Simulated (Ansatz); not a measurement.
Cartesian coordinates in Å:
```
C 0.2562 -0.5794 -3.6247
O -0.0046 0.8050 -3.5562
Si -0.9908 1.4739 -2.4357
C -0.4272 1.0628 -0.7445
C -0.0469 0.7665 0.3718
Si 0.5204 0.3120 2.0598
C 2.3537 0.0669 2.0886
O -0.1828 -1.0980 2.5117
C -1.5789 -1.2851 2.5541
H 0.7192 -0.9425 -2.7009
H 0.9431 -0.7545 -4.4540
H -0.6617 -1.1507 -3.8052
H -0.9388 2.9355 -2.6468
H -2.3800 0.9601 -2.5665
H 0.0834 1.4172 2.9561
H 2.6870 -0.2004 3.0938
H 2.8656 0.9833 1.7861
H 2.6436 -0.7321 1.4031
H -2.0274 -1.1571 1.5629
H -2.0565 -0.5824 3.2468
H -1.7766 -2.3010 2.8997
```

Total charge 0; spin multiplicity 1.

List the PBE0/def2-TZVPP orbital energies in eV (Ansatz 0.2.0). (Estimate.)

The calculation gave: Occupied: -1803.21, -1803.05, -522.78, -522.67, -279.50, -279.43, -278.12, -278.06, -277.84, -145.45, -145.29, -100.14, -100.11, -100.09, -99.98, -99.95, -99.92, -28.57, -28.47, -21.00, -19.95, -19.42, -19.13, -16.08, -15.17, -13.64, -12.98, -12.90, -12.86, -12.84, -12.67, -11.74, -11.38, -11.01, -10.26, -10.16, -9.68, -9.15, -9.03, -8.44, -8.33, -8.12, -8.09. Lowest empty: -0.78, -0.62, 1.12, 1.30, 1.64, 1.83, 1.89, 2.08.
